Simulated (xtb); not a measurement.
F₂HS, SMILES F[SH+]F, charge +1. All values are semi-empirical tight-binding results from xtb (GFN2-xTB unless named), good for trends rather than for accurate numbers. Geometry: GFN2-xTB. The isomer is the one that the SMILES or the coordinates give; other isomers of the formula were not compared.

Optimised geometry:

```xyz
4

F     -0.0217    -0.5003    -1.1903
S      0.1050     0.5118     0.0000
F     -0.0217    -0.5003     1.1903
H     -1.2902     0.8177     0.0000
```
Charge +1, spin multiplicity 1.

The point group as xtb finds it comes out as Cs and the orbital gap comes out as 5.27 eV. The zero-point energy is 8.1 kcal/mol. The G − E(el) at 298.15 K (modified RRHO) is -8.1 kcal/mol, the static polarisability (D4 model) is 26.7 bohr³ and the solvation energy, GFN2-xTB/ALPB(water) comes out as -69.7 kcal/mol. The solvation energy, GFN2-xTB/ALPB(benzene) is -54.4 kcal/mol.

Computed atomic charges and the Wiberg bond orders between heavy atoms:
charges (e) F1 -0.21, S2 1.33, F3 -0.21, H4 0.09. Bond orders F1–S2 1.17, S2–F3 1.17.
